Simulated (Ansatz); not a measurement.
`C[CH](F)[InH][F]` + dimethylamine → `C[N](C)[InH][F]` + `CCF` at 600 K and 1 bar (ligand exchange at the In–C bond).

Gas-phase electronic energies from Ansatz, PBE0-D4/def2-TZVP geometries. CCSD(T)/CBS adds triple-zeta CCSD(T) − MP2 to the extrapolated MP2 energy (def2 sets, frozen cores). def2 core potentials past Kr. For In outer-core shells are correlated without core-valence functions, which leaves a few kJ/mol of doubt a bond. One conformer a species, not always the lowest.

| species | CCSD(T)/CBS energy (Eh) | H − E (kJ/mol) | S (J/(mol·K)) |
| --- | --- | --- | --- |
| `C[CH](F)[InH][F]` | -468.51677 | 232.0 | 464.6 |
| `CNC` | -135.00321 | 284.6 | 333.5 |
| `C[N](C)[InH][F]` | -424.64012 | 301.6 | 472.2 |
| `CCF` | -178.90141 | 214.6 | 316.1 |

H − E and S are ideal-gas, rigid-rotor, harmonic terms from PBE0-D4/def2-TZVP, for one conformer and one mirror image of each species. 1 Eh = 2625.50 kJ/mol, R = 8.31446 J/(mol·K).

**Question.** By hand: ΔE, ΔH, ΔS and ΔG.

**Answer.** ΔE = (-424.64012) + (-178.90141) − (-468.51677) − (-135.00321) = -0.02155 Eh = -56.6 kJ/mol. Δ(H − E) = 301.6 + 214.6 − 232.0 − 284.6 = -0.4, so ΔH = -57.0 kJ/mol. ΔS = 472.2 + 316.1 − 464.6 − 333.5 = -9.8 J/(mol·K). ΔG = -57.0 − 600 × (-9.8)/1000 = -51.1 kJ/mol.

**Question.** By hand: the equilibrium constant, and the temperature at which ΔG would vanish if ΔH and ΔS stayed fixed.

**Answer.** log₁₀ K = −ΔG/(RT ln 10) = 4.4. ΔG = 0 at ΔH/ΔS = 5816 K, far beyond where these terms or the molecules hold.

The number of gas molecules stays the same, so ΔS is small and ΔH decides. A doubt of 5 kJ/mol in ΔE shifts log₁₀ K by 0.4 here. Other conformers and mirror images would add mixing entropy, several J/(mol·K) or more a flexible species. Modes under 60 cm⁻¹, often nearly free rotors, make the harmonic entropy too high. These are equilibria of isolated gas molecules and say nothing of rates. Largest T1 diagnostic: 0.016 (customary marks: 0.02 for closed shells, 0.045 for open ones).
